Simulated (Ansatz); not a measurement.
`C[SiH2][SiH](F)[SiH3]` → `C[SiH2][SiH2]F` + `[SiH2]`  (silylene loss)

Computed with Ansatz on PBE0-D4/def2-TZVP structures; ΔE is electronic, products minus reactants. CCSD(T)/CBS is the MP2 limit (def2-TZVPP, def2-QZVPP) plus CCSD(T) − MP2 in def2-TZVPP, frozen cores. This one scheme is used for every species. Each species was taken in one conformer, which may not be the lowest.

```
                species  MP2/CBS(def2) energy (Eh)
`C[SiH2][SiH](F)[SiH3]`                -1010.45479
       `C[SiH2][SiH2]F`                 -720.20102
               `[SiH2]`                 -290.15886
```

Work out ΔE.

ΔE = (-720.20102) + (-290.15886) − (-1010.45479) = 0.09491 Eh = +2.58 eV. CCSD(T)/CBS gives +2.44 eV.

Largest T1 diagnostic among the species: 0.014.

The D4 term adds +0.14 eV with B3LYP and +0.08 eV with PBE0; it sums over pairs of atoms, weighted by their polarisabilities, and B3LYP, whose exchange is more repulsive, gets the larger term. In def2-TZVPP, CCSD(T) changes the Hartree–Fock value by +0.22 eV (the triples alone add +0.06 eV) and MP2 by +0.37 eV.

B3LYP here is the variant with VWN-RPA as its local correlation; programs differ in this.
